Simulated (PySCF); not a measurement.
## Static response to an electric field

Compound: C3H3Cl2FSi.
Atom-mapped SMILES: `[F:1][C@H:2]([Cl:3])[C:4]#[C:5][SiH2:6][Cl:7]` (hydrogens: H8 on C2; H9, H10 on Si6)

Cartesian coordinates in Å at the GFN2-xTB level; atoms count from 1:
```xyz
10
C3H3Cl2FSi angstrom
F     -2.857   -0.850    0.326
C     -2.182    0.142   -0.316
Cl    -2.511   -0.007   -2.083
C     -0.759    0.053   -0.084
C      0.428   -0.068    0.087
Si     2.253   -0.204    0.390
Cl     2.861    1.539    1.193
H     -2.603    1.099    0.019
H      2.913   -0.411   -0.895
H      2.465   -1.288    1.341
```

Level: B3LYP/def2-SVPD (PySCF), static field, nuclei fixed, core orbitals frozen in the response. The polarisability tensor in these axes (au):

```
x   118.49   3.28  17.39
y     3.28  75.19   3.00
z    17.39   3.00  83.44
```

Diagonalise the tensor; give its mean and Δα, where Δα² is half the sum of the squared differences of the eigenvalues.

Principal values 73.88, 77.24 and 125.99 au; mean 92.37 au = 13.69 Å³ = 15.23 × 10⁻⁴⁰ C²·m²/J; Δα = 50.52 au (55 % of the mean).

What is the dipole moment, and where does it point?

(1.04, 0.29, 0.31) D, 1.12 D in size, pointing from the negative to the positive side. Measured along this direction, the outermost atoms are Cl3 at the negative end and Cl7 at the positive end.

Give the principal axes and the span of the nuclei along them.

Largest value along (0.92, 0.08, 0.38), where the nuclei span 6.32 Å; middle along (-0.36, 0.53, 0.76), 3.51 Å; least along (0.14, 0.84, -0.52), 2.51 Å. The response follows the extents in order.

Find the Langevin capture rate constant for H3+ (3.023 u) meeting this molecule (155.937 u), k = 2.342 × 10⁻⁹ cm³/s × √(α in Å³ / reduced mass in u).

The reduced mass is 2.97 u, so k = 5.03 × 10⁻⁹ cm³/s. The formula leaves out the permanent dipole, which adds to the capture rate.

What would n − 1 = 2πNα be for an ideal gas of these molecules at 298.15 K and 1 atm, electronic part alone?

N = p/kT = 2.4615 × 10¹⁹ cm⁻³, so n − 1 = 2π × N × 13.69 × 10⁻²⁴ cm³ = 2117 × 10⁻⁶ at long wavelengths.

What are the principal values of the traceless quadrupole moment, Θ = ½Σq(3rr − r²1), about the centre of nuclear charge?

-10.53, -0.93, 11.46 D·Å. The values depend on the origin, since the dipole doesn't vanish. The electronic extent ⟨r²⟩ about the same centre is 2269 bohr², a root-mean-square distance of 2.85 Å for the 78 electrons.

Isolated species at its GFN2-xTB geometry, gas phase.
